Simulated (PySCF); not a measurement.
**Electron correlation in Cu (copper, neutral)**

[Ar] 3d10 4s1, 2S determinant. Computed with PySCF 2.14 in x2c-TZVPall, with scalar relativity by spin-free X2C-1e. Frozen: [Ar]; 11 electrons correlated.

MP2 pair energies summed by pair of shells (mhartree):

```csv
pair,energy,share (%)
3d-3d,-391.45,95.7
3d-4s,-17.53,4.3
```

Total MP2 correlation energy: -408.98 mhartree.

Same-spin part -153.01 and opposite-spin part -255.97 mhartree; SCS-MP2 scales them by 1/3 and 6/5 to -358.16 mhartree.

| level | correlation energy (mhartree) |
| --- | --- |
| CCSD | -354.86 |
| (T) | -12.68 |
| CCSD(T) | -367.54 |

Diagnostics: T1 = 0.023, D1 = 0.0532, largest double amplitude 0.025.

Problem. Is a single reference adequate?

Solution. Yes: T1 lies below 0.03 and no double amplitude reaches 0.07.
